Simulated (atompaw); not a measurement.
## How hard is this Ru (Z = 44) PAW (atompaw) potential?

ruthenium (Ru), PAW, made with atompaw 4.2.0.5 (LDA (PW92), scalar-relativistic). Core [Ar] 3d10, reference 4s2 4p6 4d6 5s0 5p0 (charge +2). Waves: 4s (bound): rc 1.25 bohr; 5s (bound, empty): rc 2.30 bohr; 4p (bound): rc 1.55 bohr; 5p (bound, empty): rc 2.30 bohr; 4d (bound): rc 2.05 bohr; 4d channel at 3.55 Ry: rc 2.30 bohr. Local part: ultrasoft scheme with l = 3 at 0.5 Ry, radius 2.05 bohr. Core correction: smooth core density matched at 1.20 bohr. Augmentation charge: sinc compensation charge, radius 2.05 bohr; PAW radius 2.30 bohr; waves and projectors: custom polynom2 7 10 vanderbiltortho.

The pseudo-atom Hamiltonian at the reference potential is diagonalised in spherical Bessel functions j_l(qr) that vanish at 20 bohr, with q² up to the cutoff. All-electron valence levels (Ry): 4s -7.1004, 5s -1.4247, 4p -4.8920, 5p -0.9996, 4d -1.7917.

Task: How do the lowest levels (Ry) of each channel move with the cutoff, and are there ghosts?

Result:

| cutoff (Ry) | s #1 | s #2 | s #3 | p #1 | p #2 | d #1 | d #2 | f #1 | f #2 | Σ f·Δε (mRy) |
| --- | --- | --- | --- | --- | --- | --- | --- | --- | --- | --- |
| 8 | -6.5404 | -1.4235 | -0.5259 | -0.9970 | -0.4062 | -0.5649 | -0.2735 | -0.2923 | -0.1691 | 31850.8 |
| 12 | -7.0394 | -1.4238 | -0.5262 | -3.7615 | -0.9978 | -1.4518 | -0.4921 | -0.2942 | -0.1708 | 8944.8 |
| 21 | -7.0984 | -1.4247 | -0.5263 | -4.8855 | -0.9995 | -1.7907 | -0.4991 | -0.2958 | -0.1723 | 49.9 |
| 30 | -7.0992 | -1.4247 | -0.5266 | -4.8908 | -0.9996 | -1.7916 | -0.4994 | -0.2961 | -0.1726 | 10.4 |
| 40 | -7.1002 | -1.4247 | -0.5267 | -4.8913 | -0.9996 | -1.7916 | -0.4995 | -0.2961 | -0.1726 | 5.2 |
| 50 | -7.1002 | -1.4247 | -0.5267 | -4.8914 | -0.9996 | -1.7916 | -0.4995 | -0.2961 | -0.1726 | 4.8 |
| 70 | -7.1004 | -1.4247 | -0.5267 | -4.8916 | -0.9996 | -1.7917 | -0.4995 | -0.2961 | -0.1726 | 2.9 |
| 90 | -7.1004 | -1.4247 | -0.5267 | -4.8916 | -0.9996 | -1.7917 | -0.4995 | -0.2961 | -0.1726 | 2.5 |
| 110 | -7.1004 | -1.4247 | -0.5267 | -4.8917 | -0.9996 | -1.7917 | -0.4995 | -0.2961 | -0.1726 | 2.2 |
| 160 | -7.1004 | -1.4247 | -0.5267 | -4.8918 | -0.9996 | -1.7917 | -0.4995 | -0.2961 | -0.1726 | 0.9 |
| 200 | -7.1004 | -1.4247 | -0.5267 | -4.8919 | -0.9996 | -1.7917 | -0.4995 | -0.2961 | -0.1726 | 0.4 |
| 400 | -7.1004 | -1.4247 | -0.5267 | -4.8920 | -0.9996 | -1.7917 | -0.4995 | -0.2961 | -0.1726 | 0.0 |

Result: no extra level below or beside the all-electron valence levels (s, p, d, f tested); 10 mRy is reached at 35 Ry and 1 mRy at 160 Ry.
